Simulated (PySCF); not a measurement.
Molecule: SMILES C[C](C)(C)[Zn][GeH3]. Atoms near the plane z = 0.0 Å, at the GFN2-xTB optimised geometry (x, y, z in Å): Zn1 (0.2, -0.3, 0.0), C2 (-0.9, 1.5, 0.0), C3 (-0.3, 2.5, -1.0), C4 (-2.3, 1.3, -0.3), H6 (-0.8, 3.4, -0.9), H8 (0.8, 2.7, -0.8), H10 (-2.8, 0.6, 0.4), H11 (-2.9, 2.3, -0.3), Ge15 (1.4, -2.5, 0.0), H18 (2.9, -2.5, 0.0).

Calculation: PBE0/def2-SVP (PySCF 2.14.0). Cells within 0.4 Å of a nucleus heavier than hydrogen are left out (blank, or x). The values are rescaled to run from 0 to 1.

```
|22222222222222222222222222222|
|22222222222222222222222222222|
|22222222222222222222222222222|
|22222222222222222222222222222|
|22222222222222222222222222222|
|22222222222222222222222222222|
|22222222222111122222222222222|
|22222222211111122222222222222|
|22222225311122112222222222222|
|22222248522243112222222222222|
|22222235558xx3222222222222222|
|22222237x675x5322222222222222|
|22222249723356432222222222222|
|22222235312343122222222222222|
|22222222222231xx2222222222222|
|22222222222222xx2222222222222|
|22222222222222102332222222222|
|22222222222222234432222222222|
|22222222222222345433332222222|
|22222222222222344223542222222|
|22222222222222222xx2783222222|
|22222222222222222xx2663222222|
|22222222222222222222332222222|
|22222222222222222222222222222|
|22222222222222222222222222222|
|22222222222222222222222222222|
|22222222222222222222222222222|
|22222222222222222222222222222|
|22222222222222222222222222222|
```
Scale: ten equal steps from 0.000 (start of '0') to 1.00 (end of '9'), in the order '0123456789'; x runs from -5.50 to 5.50, y from -5.50 (bottom) to 5.50 (top).

Question: Which quantity is mapped?
(A) electron localisation function
(B) electrostatic potential
(C) an orbital amplitude
(D) deformation density (molecule minus spherical neutral atoms)

Answer: D, deformation density (molecule minus spherical neutral atoms). In full: deformation density (molecule minus spherical neutral atoms) (e/bohr³).
